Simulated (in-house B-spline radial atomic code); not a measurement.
## Ionising the tantalum ion Ta²⁺ with different functionals

Computed with a radial B-spline atomic code at the basis-set limit: four-component Dirac-Coulomb Hamiltonian, Fermi nucleus of rms radius 5.3507 fm, spin-restricted, spherical fractional occupations for the functionals. The ionisation energy is the difference of two self-consistent energies, [Xe] 4f14 5d3 → [Xe] 4f14 5d2, without Breit or QED terms; ε is the level of the shell that loses the electron (mean over j). The electron is taken from both j subshells in proportion to 2j + 1, so the result is a j average, not the step between ground levels.

Hybrids are left out here: with spherical fractional occupations of an open shell their exact exchange keeps a self-interaction that integer-occupation calculations don't have.

```tsv
method	rung	ΔSCF (eV)	-ε(5d) (eV)
LDA VWN5	LDA	23.92	18.63
relativistic LDA	LDA	?	?
LDA PW92	LDA	?	?
LDA exchange-only	LDA	22.55	17.32
PBE	GGA	23.59	18.31
PBEsol	GGA	23.60	18.32
BLYP	GGA	23.58	18.30
RPBE	GGA	23.48	18.19
PW91	GGA	23.67	18.38
BP86	GGA	23.71	18.45
AM05	GGA	23.59	18.30
OLYP	GGA	23.46	18.13
```

(1) What does LDA PW92 give?

(2) What does relativistic LDA give?

(3) How do they compare with the NIST value?

Results:

(1) ΔSCF 23.92 eV, and -ε(5d) = 18.63 eV.

(2) ΔSCF 23.93 eV, and -ε(5d) = 18.64 eV.

(3) NIST lists 23 eV ± 1.6 (tabulated theory, ground level to ground level). Errors run from -0.55 to +0.83 eV; all lie within about twice that uncertainty, so the table can't rank the methods.
